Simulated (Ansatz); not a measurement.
Stepwise reaction of `C[CH2][Al]([CH3])[CH3]` with water, as a gas-phase model of exchange steps in deposition or etching. ΔE in kJ/mol; ΔG adds harmonic PBE0-D4 terms to CCSD(T)/CBS, at 1 bar.

Program: Ansatz. Geometries: PBE0-D4/def2-TZVP. ΔE: electronic, gas phase. CBS: MP2 limit from def2 TZ/QZ plus the TZ coupled-cluster correction, frozen cores. This one scheme is used for every species. Functionals use def2-TZVPP. B3LYP here is the variant with VWN-RPA as its local correlation; programs differ in this. Each species was taken in one conformer, which may not be the lowest.

```csv
step,reaction,PBE-D4,B3LYP-D4,ωB97M-V,CCSD(T)/CBS,ΔG(500 K)
1,`C[CH2][Al]([CH3])[CH3]` + H₂O → `C[CH2][Al]([CH3])[OH]` + CH₄,-145.0,-156.0,-151.4,-149.6,-128.7
2,`C[CH2][Al]([CH3])[OH]` + H₂O → `C[CH2][Al]([OH])[OH]` + CH₄,-137.8,-149.9,-145.0,-144.4,-129.2
```

(1) By hand: ΔE of the 2 steps together at CCSD(T)/CBS.

Results:

(1) (-149.6) + (-144.4) = -294.0 kJ/mol, or -147.0 kJ/mol a step.

In ΔE each step is higher than the one before. All are downhill at CCSD(T)/CBS. ΔG lies between -129.2 and -128.7 kJ/mol a step. PBE-D4 differs from CCSD(T)/CBS by 4.6 to 6.6 kJ/mol a step. Only this route is followed, and other bonds may react first. Isolated molecules leave out the surface, adducts and barriers. Largest T1 diagnostic: 0.011.
